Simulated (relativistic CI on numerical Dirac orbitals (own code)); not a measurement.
# Te IV: q coefficients and field-shift factors

Computed by Dirac-Coulomb-Breit CI, separate exchange-only KLI orbitals for each configuration, valence Slater integrals scaled by 0.85, P86 correlation energy added to each configuration, derivatives by finite differences, QED left out (own radial code, finite nucleus).

Configuration list (outside the closed core [Kr] 4d10): 5s2 5p, 5s 5p2, 5s2 5d, 5p3, 5s 5p 5d, 5s2 5f, 5s2 6s, 5s2 6p. The list is cut by size and lacks configurations that can hold low levels.

With x = (α/α₀)² − 1 an excitation energy changes as ω = ω₀ + qx; K = 2q/ω₀ is the relative enhancement. Terms are leading LS components, so labels can repeat. The field-shift factor is F = δν/δ⟨r²⟩ for the transition from the lowest level.

Lowest level 5s2 5p 2P°_1/2.

```tsv
Level	ω₀ (cm⁻¹)	q (cm⁻¹)	F (GHz/fm²)
5s2 5p 2P°_3/2	8843.9	9822	-0.362
5s 5p2 4P_1/2	66658.1	10720	-16.4
5s 5p2 4P_3/2	70674.7	16000	-16.5
5s 5p2 4P_5/2	75305.8	20290	-16.7
5s 5p2 2D_3/2	94145.6	16930	-14
5s 5p2 2D_5/2	95816.0	20030	-14.2
5s 5p2 2S_1/2	113624.4	15470	-15.9
5s 5p2 2P_1/2	124797.0	19750	-15.5
5s 5p2 2P_3/2	128397.9	20570	-14.7
5s2 5d 2D_3/2	136917.7	11270	-0.874
5s2 5d 2D_5/2	137654.4	11200	-0.155
5s2 6s 2S_1/2	140460.8	3986	7.42
5s2 6p 2P°_1/2	167700.7	5084	3.34
5s2 6p 2P°_3/2	170196.4	7963	2.95
5p3 2D°_3/2	174513.7	23790	-25.4
5p3 2D°_5/2	176909.4	28080	-25.5
5p3 4S°_3/2	182458.7	29240	-32.7
5s 5p 5d 4F°_3/2	185166.9	18120	-16.3
5s 5p 5d 4F°_5/2	186865.3	19330	-16
5s 5p 5d 4F°_7/2	189596.1	22020	-15.9
5s 5p 5d 4F°_9/2	194066.2	27850	-16.1
5s 5p 5d 4P°_5/2	196664.0	18450	-16
5s 5p 5d 4D°_3/2	197062.1	20600	-17.6
```

Correlation outside the listed configurations is missing or only estimated: errors of thousands of cm⁻¹ between configurations and terms are usual at this charge. Rates and lifetimes follow the computed energies and can be off by large factors. The fine structure of a lone outer electron comes out too small, for d and f at times inverted, and misplaced configurations move strength between like terms.

(1) Which transition from the lowest level has the largest |K|?

Answers

(1) 5s2 5p 2P°_3/2 at 8843.9 cm⁻¹, K = 2.22.
